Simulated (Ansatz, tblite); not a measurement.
Spin states of the cluster Ag₂F₂, each relaxed with PBE-D4/def2-TZVP in Ansatz. Electronic energies in the gas phase.

In the def2 sets Ag takes a core potential; there is no spin–orbit coupling. The xTB rows come from tblite. LC-ωPBE has ω = 0.4 bohr⁻¹. HSE06 is defined as in plane-wave codes, on full-range PBE exchange. Correlated methods freeze 2 core orbitals; core or outer-core shells of Ag are correlated, in sets that lack core-valence functions. The structure comes from a short search, and lower isomers may exist.

Singlet geometry (D2h within 0.1 Å):

Cartesian coordinates in Å:
```
Ag -0.4879 0.4081 1.3282
Ag 0.4876 -0.4079 -1.3279
F -0.9328 -1.3778 0.0823
F 0.9332 1.3776 -0.0826
```

Triplet geometry (D2h within 0.1 Å):

```csv
atom,x (Å),y (Å),z (Å)
Ag1,-0.8607,0.9865,0.6686
Ag2,0.8605,-0.9863,-0.6687
F3,-1.1182,-1.1559,0.2665
F4,1.1184,1.1557,-0.2665
```

Quintet geometry (D2h within 0.1 Å):

| atom | x (Å) | y (Å) | z (Å) |
| --- | --- | --- | --- |
| Ag1 | -0.742 | 1.060 | -1.100 |
| Ag2 | 0.742 | -1.060 | 1.100 |
| F3 | 0.243 | -0.886 | -1.018 |
| F4 | -0.243 | 0.886 | 1.018 |

⟨S²⟩: triplet 2.01 at PBE0-D4/def2-TZVP (pure 2.00), quintet 6.01 at PBE0-D4/def2-TZVP (pure 6.00).

Run but left out: HF/STO-3G (triplet: ⟨S²⟩ 2.98, where a pure state has 2.00).

Only these spin states were relaxed.

Second-order perturbation terms are unreliable where d shells bring near-degenerate states, and here PBE-QIDH/def2-TZVP lies more than 0.4 eV from the median of the functionals without such a term.

(1) Estimate which spin state lies lowest at each of these levels, and by how much: GFN2-xTB; PBE-D4/def2-TZVP; B97M-V/def2-TZVP; PBE0-D4/def2-TZVP; HSE06-D4/def2-TZVP; LC-ωPBE/def2-TZVP; PBE-QIDH/def2-TZVP; RPA@PBE/def2-TZVP.

Results:

(1) 
```json
{"level": "GFN2-xTB", "triplet − singlet (kcal/mol)": "73.6", "quintet − singlet (kcal/mol)": "158.2", "lowest of these": "singlet", "remarks": "–"}
{"level": "PBE-D4/def2-TZVP", "triplet − singlet (kcal/mol)": "50.7", "quintet − singlet (kcal/mol)": "129.6", "lowest of these": "singlet", "remarks": "–"}
{"level": "B97M-V/def2-TZVP", "triplet − singlet (kcal/mol)": "53.6", "quintet − singlet (kcal/mol)": "135.0", "lowest of these": "singlet", "remarks": "–"}
{"level": "PBE0-D4/def2-TZVP", "triplet − singlet (kcal/mol)": "69.2", "quintet − singlet (kcal/mol)": "146.9", "lowest of these": "singlet", "remarks": "–"}
{"level": "HSE06-D4/def2-TZVP", "triplet − singlet (kcal/mol)": "68.5", "quintet − singlet (kcal/mol)": "146.7", "lowest of these": "singlet", "remarks": "–"}
{"level": "LC-ωPBE/def2-TZVP", "triplet − singlet (kcal/mol)": "79.9", "quintet − singlet (kcal/mol)": "159.6", "lowest of these": "singlet", "remarks": "–"}
{"level": "PBE-QIDH/def2-TZVP", "triplet − singlet (kcal/mol)": "82.5", "quintet − singlet (kcal/mol)": "164.7", "lowest of these": "singlet", "remarks": "test for broken spin undecided (singlet)"}
{"level": "RPA@PBE/def2-TZVP", "triplet − singlet (kcal/mol)": "61.2", "quintet − singlet (kcal/mol)": "132.4", "lowest of these": "singlet", "remarks": "–"}
```

Change of the quintet − singlet gap on mixing in exact exchange, in kcal/mol: PBE to PBE0 (25 % exact exchange) 17.3. The xTB methods have no spin-polarisation term.
